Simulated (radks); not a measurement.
Polarisability of the strontium ion Sr3+, [Ar] 3d10 4s2 4p5, at imaginary frequency. All-electron calculation, scalar-relativistic Kohn-Sham, LDA (Slater exchange, Perdew-Wang correlation), spin-polarised, spherical densities, finite nucleus; open shells are filled with parallel spins first (spin-orbit coupling, left out, can overturn this in heavy ions); Fermi nuclear charge, rms radius 4.224 fm. Program: a radial shooting solver on a logarithmic mesh with Libxc functionals. Response by self-consistent Sternheimer equations with the Hartree and adiabatic LDA kernel, the relativistic mass of each level held fixed and spin-orbit coupling left out.

w (hartree)  alpha1(iw) (bohr^3)
0.00266                    4.503
0.0143                     4.502
0.0360                     4.498
0.0697                     4.487
0.118                      4.457
0.186                      4.391
0.280                      4.257
0.413                      4.003
0.605                      3.560
0.892                      2.878
1.35                       2.011
2.12                       1.166
3.59                      0.5553
6.94                      0.2170
17.5                     0.05650

Static values: alpha1 = 4.503 bohr^3 (0.6672 angstrom^3; uncoupled 7.142). C6 = 18.72, triple-dipole C9 = 61.47 atomic units. One-pole (London) frequency 4 C6 / (3 alpha1^2) = 1.231 hartree, against 1.832 for minus the highest occupied eigenvalue.
